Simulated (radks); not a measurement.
Question: All-electron atom: the terbium ion Tb3+ in [Kr] 4d10 4f9 5s1 5p6 (not the ground configuration). All-electron calculation, scalar-relativistic Kohn-Sham, SCAN, spin-polarised, spherical densities, finite nucleus; open shells are filled with parallel spins first (spin-orbit coupling, left out, can overturn this in heavy ions); meta-GGA in the generalised Kohn-Sham scheme; Fermi nuclear charge, rms radius 5.06 fm. Program: a radial shooting solver on a logarithmic mesh with Libxc functionals. Some entries of the table are withheld. Estimate them.

orbital,occ.,eigenvalue (Ry),<1/r> (bohr^-1)
1s up,1,-3818.775,73.09
1s down,1,-3818.764,73.09
2s up,1,-636.4460,16.99
2s down,1,-636.4316,16.99
2p up,3,-565.4750,15.81
2p down,3,-565.4616,15.81
3s up,1,-143.5545,6.250
3s down,1,-143.3821,6.256
3p up,3,-121.5111,5.859
3p down,3,-121.3314,5.865
3d up,5,-92.79462,5.550
3d down,5,-92.64517,5.556
4s up,1,-30.58116,2.623
4s down,1,-30.18514,2.619
4p up,3,-23.29107,2.410
4p down,3,-22.89496,2.406
4d up,5,-13.26906,2.122
4d down,5,-12.85923,2.118
5s up,1,(1),1.016
5p up,3,-3.96068,0.8673
5p down,3,-3.74745,0.8451
4f up,7,-2.47453,1.552
4f down,2,-2.07594,1.511

Answer: 
(1) 5s up eigenvalue (Ry): -5.73117
